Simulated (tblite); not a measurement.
A geometry optimisation, step by step.

Species: C₂H₁₂O₃Si₃.
Numbering: `[CH3:1][CH2:2][O:3][Si@H:4]([OH:5])[SiH2:6][SiH2:7][OH:8]` (hydrogens: H9, H10, H11 on C1; H12, H13 on C2; H14 on Si4; H15 on O5; H16, H17 on Si6; H18, H19 on Si7; H20 on O8)

Computed with GFN2-xTB (tblite), gas phase: L-BFGS steps from a force-field or distance-geometry start until the largest atomic force falls under 0.01 eV/Å. 7 of its 267 geometries are shown.

Step 0: E = -758.6034 eV, largest atomic force 2.392 eV/Å
```
atom  x, y, z in Å  |  force x, y, z in eV/Å
C1     -3.513    0.319   -0.255   -0.705   0.079   0.446
C2     -2.150   -0.288   -0.491   -0.219   0.829   0.417
O3     -1.514   -0.259    0.767    1.735  -1.164  -0.460
Si4     0.049   -0.902    0.702   -0.682   0.286   2.275
O5      0.843   -0.522    2.175   -0.330   1.168  -1.868
Si6     1.102    0.059   -1.014    0.287   0.029  -0.596
Si7     3.303   -0.002   -0.526    0.929   1.345   0.882
O8      3.774    1.597   -0.059   -1.688  -0.991  -0.309
H9     -3.865   -0.094    0.734    0.082   0.497  -1.127
H10    -3.393    1.411   -0.162   -0.367  -0.505  -0.019
H11    -4.221    0.057   -1.069    0.404   0.299   0.619
H12    -1.544    0.337   -1.186   -0.424  -0.542   0.014
H13    -2.276   -1.300   -0.870    0.331  -0.181  -0.048
H14     0.062   -2.370    0.537   -0.175   0.240   0.419
H15     1.252    0.391    2.151   -0.754  -1.683   0.297
H16     0.872   -0.681   -2.258   -0.189   0.173  -0.148
H17     0.680    1.446   -1.138   -0.216   0.415  -0.336
H18     4.084   -0.503   -1.650    0.319   0.194   0.121
H19     3.462   -0.861    0.679    0.264   0.242  -0.313
H20     2.987    2.176    0.111    1.397  -0.728  -0.267
```

Step 44: E = -759.6179 eV, largest atomic force 0.096 eV/Å
```
atom  x, y, z in Å  |  force x, y, z in eV/Å
C1     -3.672    0.372   -0.111   -0.011   0.012  -0.017
C2     -2.389   -0.360   -0.483   -0.013   0.007   0.024
O3     -1.477   -0.282    0.571   -0.025  -0.018   0.037
Si4     0.014   -0.939    0.629    0.013   0.045  -0.031
O5      0.557   -0.565    2.114    0.046   0.033   0.015
Si6     1.373   -0.040   -1.010    0.045  -0.061   0.020
Si7     3.645    0.095   -0.579   -0.039  -0.010  -0.008
O8      4.085    1.604   -0.131   -0.001  -0.015  -0.004
H9     -4.165   -0.122    0.723    0.086   0.006   0.043
H10    -3.445    1.396    0.173    0.000  -0.003   0.004
H11    -4.360    0.383   -0.952    0.035  -0.002  -0.067
H12    -1.933    0.082   -1.380   -0.069  -0.011   0.015
H13    -2.610   -1.413   -0.697    0.022   0.026  -0.033
H14    -0.100   -2.398    0.679    0.022  -0.018   0.021
H15     0.377    0.281    2.515   -0.062  -0.059  -0.015
H16     1.158   -0.753   -2.286   -0.003  -0.013   0.015
H17     0.875    1.312   -1.372   -0.020   0.065  -0.011
H18     4.492   -0.191   -1.740   -0.005   0.030   0.005
H19     4.098   -0.771    0.516   -0.025   0.011   0.004
H20     3.472    2.319   -0.001    0.005  -0.023  -0.017
```

Step 89: E = -759.6917 eV, largest atomic force 0.075 eV/Å
```
atom  x, y, z in Å  |  force x, y, z in eV/Å
C1     -3.646    0.394   -0.121   -0.043  -0.027  -0.011
C2     -2.374   -0.357   -0.483   -0.010   0.028  -0.006
O3     -1.471   -0.269    0.575   -0.009  -0.045   0.008
Si4     0.043   -0.868    0.631    0.011   0.009  -0.004
O5      0.659   -0.245    2.001    0.051  -0.003  -0.050
Si6     1.380   -0.031   -1.039   -0.011  -0.001   0.008
Si7     3.643    0.095   -0.600   -0.030  -0.005  -0.014
O8      4.083    1.605   -0.166    0.014  -0.018  -0.035
H9     -4.104   -0.055    0.755    0.001  -0.005   0.032
H10    -3.417    1.434    0.104    0.000  -0.051  -0.046
H11    -4.346    0.344   -0.949   -0.036   0.053  -0.021
H12    -1.923    0.075   -1.387    0.034   0.012   0.002
H13    -2.599   -1.410   -0.701    0.012   0.037   0.064
H14    -0.080   -2.330    0.771    0.004   0.010  -0.013
H15     0.119   -0.176    2.783   -0.041   0.000   0.046
H16     1.140   -0.813   -2.270    0.012  -0.011  -0.011
H17     0.873    1.302   -1.464    0.000  -0.010   0.002
H18     4.484   -0.184   -1.764    0.034   0.015  -0.011
H19     4.077   -0.793    0.483    0.005   0.018   0.019
H20     3.453    2.294    0.016    0.004  -0.006   0.039
```

Step 133: E = -759.7250 eV, largest atomic force 0.019 eV/Å
```
atom  x, y, z in Å  |  force x, y, z in eV/Å
C1     -3.659    0.402   -0.124   -0.002  -0.006   0.007
C2     -2.393   -0.368   -0.465   -0.002  -0.005   0.003
O3     -1.483   -0.268    0.586    0.006   0.009  -0.002
Si4     0.036   -0.860    0.614    0.004   0.005   0.002
O5      0.670   -0.240    1.978    0.018  -0.003  -0.003
Si6     1.362   -0.049   -1.081   -0.001   0.012   0.003
Si7     3.623    0.136   -0.639   -0.001   0.005  -0.001
O8      4.062    1.679   -0.339   -0.004  -0.004   0.004
H9     -4.117   -0.015    0.769   -0.006   0.001   0.009
H10    -3.418    1.445    0.067   -0.003  -0.002  -0.016
H11    -4.365    0.341   -0.947    0.004   0.010   0.001
H12    -1.938    0.031   -1.381    0.003  -0.001   0.004
H13    -2.627   -1.425   -0.643   -0.015  -0.005  -0.010
H14    -0.087   -2.323    0.752    0.006   0.008   0.003
H15     0.135   -0.180    2.766   -0.006   0.000  -0.004
H16     1.154   -0.896   -2.277    0.005  -0.011  -0.001
H17     0.822    1.246   -1.562   -0.009   0.000  -0.003
H18     4.513   -0.137   -1.764    0.005  -0.004   0.003
H19     4.035   -0.695    0.503    0.007  -0.012  -0.009
H20     3.671    2.187    0.365   -0.009   0.004   0.010
```

Step 177: E = -759.7824 eV, largest atomic force 0.506 eV/Å
```
atom  x, y, z in Å  |  force x, y, z in eV/Å
C1     -3.593    0.511   -0.144    0.044   0.067   0.062
C2     -2.427   -0.446   -0.342   -0.040   0.040  -0.019
O3     -1.384   -0.127    0.533   -0.057  -0.061   0.006
Si4     0.121   -0.757    0.492   -0.052   0.014  -0.107
O5      0.917    0.060    1.658   -0.015   0.023   0.161
Si6     1.402   -0.168   -1.330   -0.086  -0.098   0.003
Si7     3.589    0.240   -0.709    0.178   0.170   0.131
O8      3.591    1.325    0.518   -0.363  -0.156   0.192
H9     -3.939    0.469    0.887   -0.023  -0.070  -0.031
H10    -3.265    1.531   -0.337   -0.075  -0.040  -0.096
H11    -4.412    0.243   -0.812    0.136   0.099   0.085
H12    -2.055   -0.383   -1.374   -0.060  -0.057   0.011
H13    -2.765   -1.475   -0.158    0.113   0.023  -0.021
H14    -0.024   -2.184    0.849    0.053   0.082   0.053
H15     0.468    0.245    2.480    0.013  -0.006   0.017
H16     1.263   -1.255   -2.320    0.080   0.046  -0.090
H17     0.815    0.997   -2.027   -0.024  -0.025  -0.045
H18     4.499    0.897   -1.657   -0.128  -0.021   0.081
H19     4.275   -0.978   -0.241   -0.032  -0.010  -0.018
H20     2.922    1.264    1.212    0.339  -0.021  -0.375
```

Step 222: E = -759.8435 eV, largest atomic force 0.049 eV/Å
```
atom  x, y, z in Å  |  force x, y, z in eV/Å
C1     -3.560    0.571   -0.149   -0.007   0.011   0.012
C2     -2.436   -0.441   -0.313   -0.029   0.014  -0.006
O3     -1.355   -0.083    0.495   -0.009  -0.008  -0.015
Si4     0.149   -0.705    0.476   -0.004  -0.007   0.028
O5      0.912    0.154    1.649   -0.010  -0.002  -0.023
Si6     1.444   -0.267   -1.381    0.024   0.021   0.010
Si7     3.577    0.357   -0.721   -0.022   0.001  -0.004
O8      3.505    0.868    0.822   -0.003   0.011   0.005
H9     -3.887    0.599    0.888    0.011   0.009  -0.005
H10    -3.208    1.561   -0.429   -0.017  -0.004   0.001
H11    -4.403    0.299   -0.779    0.031   0.006   0.005
H12    -2.120   -0.485   -1.363    0.049   0.004   0.000
H13    -2.784   -1.440   -0.027    0.012  -0.022   0.003
H14     0.055   -2.100    0.946   -0.021  -0.013   0.021
H15     0.421    0.412    2.427   -0.012  -0.001   0.011
H16     1.450   -1.454   -2.258    0.016  -0.011  -0.010
H17     0.803    0.739   -2.255   -0.011   0.008   0.000
H18     4.184    1.482   -1.436   -0.007  -0.001  -0.009
H19     4.531   -0.761   -0.761    0.006  -0.006  -0.013
H20     2.717    0.703    1.344    0.004  -0.010  -0.012
```

Step 266: E = -759.8573 eV, largest atomic force 0.009 eV/Å
```
atom  x, y, z in Å  |  force x, y, z in eV/Å
C1     -3.505    0.620   -0.199    0.000   0.000  -0.001
C2     -2.377   -0.389   -0.356    0.002   0.000   0.001
O3     -1.340   -0.078    0.525    0.001   0.004   0.004
Si4     0.139   -0.760    0.574   -0.002  -0.006  -0.005
O5      0.922    0.141    1.700   -0.004  -0.001   0.006
Si6     1.418   -0.433   -1.319   -0.006   0.000  -0.006
Si7     3.466    0.500   -0.775   -0.001   0.008  -0.005
O8      3.622    0.450    0.845    0.005   0.005   0.000
H9     -3.882    0.600    0.820    0.000   0.001   0.002
H10    -3.139    1.621   -0.413    0.004   0.003  -0.003
H11    -4.314    0.382   -0.883    0.001  -0.002  -0.002
H12    -1.996   -0.380   -1.386   -0.001   0.002   0.001
H13    -2.742   -1.401   -0.143    0.003   0.001   0.005
H14    -0.031   -2.114    1.132   -0.002  -0.001  -0.002
H15     0.435    0.452    2.460    0.000  -0.003   0.001
H16     1.539   -1.712   -2.046    0.004  -0.005  -0.003
H17     0.689    0.397   -2.305    0.001  -0.005   0.004
H18     3.607    1.899   -1.212    0.000  -0.001   0.003
H19     4.649   -0.227   -1.235    0.000  -0.001   0.001
H20     2.836    0.445    1.394   -0.007   0.000   0.000
```

Problem. Summarise the path.

Solution. The energy falls by 1.2539 eV from step 0 to step 266; nine tenths of that is first reached at step 158. It rises by more than 0.2 meV at steps 50, 98, 101 and 166. The largest force goes from 2.392 to 0.009 eV/Å. Among the bonds Si7–O8 changes most, from 1.731 to 1.628 Å; the atoms move by 1.178 Å rms after alignment.

The cost below is that of the whole relaxation. Hardware: one thread of an Arm Neoverse N1, no GPU (shared host). Cost: 4.6 s wall.
